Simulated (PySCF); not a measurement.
Isomers of C6H10N (doublet state), one GFN2-xTB conformer each. Single-point energies are computed at B3LYP/pcH-1 (PySCF, gas phase, no added dispersion term), electronic only. GFN2-xTB treats the open shell by occupation alone, and not every SCF solution was tested for stability.

```
                  SMILES  GFN2-xTB relative energy (kcal/mol)
          C=C/C=C\CC[NH]                                 26.4
 [H]/N=C1/C[C](C)[C@H]1C                                  0.0
          [CH2]CN=C1CCC1                                  4.5
[H]/N=C/[C@H](C)/[C]=C\C                                 23.9
```

Conformers: `[CH2:1]=[CH:2]/[CH:3]=[CH:4]\[CH2:5][CH2:6][NH:7]` (doublet state) with C1–C2–C3–C4 177°, C3–C4–C5–C6 -101°, C4–C5–C6–N7 -179°, C5–C6–N7–H -5°; `[CH2:1][CH2:2][N:3]=[C:4]1[CH2:5][CH2:6][CH2:7]1` (doublet state) with H–C1–C2–N3 84° and -83°, C1–C2–N3–C4 8°; `[H]/[N:7]=[CH:6]/[C@@H:4](/[C:3]=[CH:2]\[CH3:1])[CH3:5]` (doublet state) with C2–C3–C4–C5 -133°, C3–C4–C6–N7 104°.

Problem. What does B3LYP/pcH-1 give for the same structures?

Solution. 
```csv
SMILES,B3LYP/pcH-1 E (Eh),B3LYP/pcH-1 (kcal/mol),GFN2-xTB (kcal/mol),point group
[H]/N=C1/C[C](C)[C@H]1C,-289.33840,0.0,0.0,C1
C=C/C=C\CC[NH],-289.32671,7.3,26.4,C1
[H]/N=C/[C@H](C)/[C]=C\C,-289.31903,12.2,23.9,C1
[CH2]CN=C1CCC1,-289.31773,13.0,4.5,near Cs
```

Both levels put the same isomer lowest; measured from each level's own lowest isomer, the values differ by up to 19.1 kcal/mol (C=C/C=C\CC[NH]: 26.4 against 7.3). As drawn, the lowest has an N–H bond, which the highest lacks. Neighbours under 5.0 kcal/mol apart (C=C/C=C\CC[NH] and [H]/N=C/[C@H](C)/[C]=C\C; [H]/N=C/[C@H](C)/[C]=C\C and [CH2]CN=C1CCC1) can change places with a better method, another conformer or zero-point energy.
